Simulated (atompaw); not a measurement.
# Pseudopotential generation for Si (Z = 14): PAW (atompaw), LDA (PW92), scalar-relativistic.

atompaw 4.2.0.5 input, output lines left out:

```
Si 14
LDA-PW scalarrelativistic loggrid 1500 logderivrange -3 5 201
3 3 0 0 0 0
3 1 1.5
0 0 0
c
c
v
c
v
2
2.05 1.95 2.00 1.30
y
-0.2
n
y
0.55
n
y
-0.05
n
bloechl sinc
3 0 troulliermartins
```

All-electron outer shells of the reference configuration (LDA (PW92), scalar-relativistic, ld1.x):

| shell | level (eV) | outermost node (bohr) | outermost maximum (bohr) |
| --- | --- | --- | --- |
| 3s | -14.79 | 0.72 | 1.75 |
| 3p | -7.76 | 0.72 | 2.09 |

Calculated quality:

```json
{
 "Cutoffs needed": "8 Ry and 12 Ry (the cutoffs (Ry, on a coarse ladder) from which the occupation-weighted sum of valence levels, in a spherical-Bessel basis at the reference potential, stays within 10 and 1 mRy of its value at 400 Ry)",
 "Ghost test": "no extra level below or beside the all-electron valence levels (s, p, d, f tested) (spherical-Bessel basis up to 400 Ry, 20 bohr box)",
 "Lowest eigenvalue of the overlap operator": "0.00 (s channel)",
 "Overlap eigenvalues printed by atompaw (projector basis)": "0.00703, 0.0372, 1.33, 3.2, 5.3",
 "Share of each valence orbital outside the PAW sphere": "3s 47 %, 3p 66 %"
}
```

Generation and tests took about 0.73 s on one core of a shared server CPU.
